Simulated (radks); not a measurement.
Isoelectronic series with 14 electrons, each ion in its NIST ground configuration. Calculated with a radial shooting solver on a logarithmic mesh with Libxc functionals: scalar-relativistic Kohn-Sham, PBE, spin-polarised, spherical densities, point nucleus; open shells are filled with parallel spins first (spin-orbit coupling, left out, can overturn this in heavy ions). Total energies (hartree) and orbital eigenvalues (eV) (* marks an orbital that is empty in some or all of the ions):

| ion | configuration | E (hartree) | 3p down* | 3p up | 3s down | 3s up |
|---|---|---|---|---|---|---|
| Si | [Ne] 3s2 3p2 | -289.86612 | -2.9914 | -4.6208 | -9.6938 | -11.3742 |
| Cl3+ | [Ne] 3s2 3p2 | -458.63677 | -43.2368 | -46.3495 | -56.9444 | -60.1713 |
| Ca6+ | [Ne] 3s2 3p2 | -668.26286 | -113.2030 | -117.6262 | -134.0056 | -138.5700 |
| V9+ | [Ne] 3s2 3p2 | -918.91784 | -211.3824 | -217.0679 | -239.5145 | -245.3495 |
| Fe12+ | [Ne] 3s2 3p2 | -1210.90482 | -337.4389 | -344.3676 | -373.2735 | -380.3499 |
| Cu15+ | [Ne] 3s2 3p2 | -1544.60593 | -491.3141 | -499.4778 | -535.3741 | -543.6780 |
| Ge18+ | [Ne] 3s2 3p2 | -1920.47223 | -673.0610 | -682.4570 | -726.0399 | -735.5658 |
| Br21+ | [Ne] 3s2 3p2 | -2339.02242 | -882.7939 | -893.4223 | -945.5811 | -956.3283 |
| Sr24+ | [Ne] 3s2 3p2 | -2800.84467 | -1120.669 | -1132.532 | -1194.379 | -1206.350 |
| Nb27+ | [Ne] 3s2 3p2 | -3306.60000 | -1386.874 | -1399.976 | -1472.881 | -1486.081 |
| Ru30+ | [Ne] 3s2 3p2 | -3857.02692 | -1681.630 | -1695.974 | -1781.601 | -1796.037 |
| Ag33+ | [Ne] 3s2 3p2 | -4452.94702 | -2005.180 | -2020.774 | -2121.122 | -2136.803 |
| Sn36+ | [Ne] 3s2 3p2 | -5095.27165 | -2357.798 | -2374.648 | -2492.100 | -2509.036 |
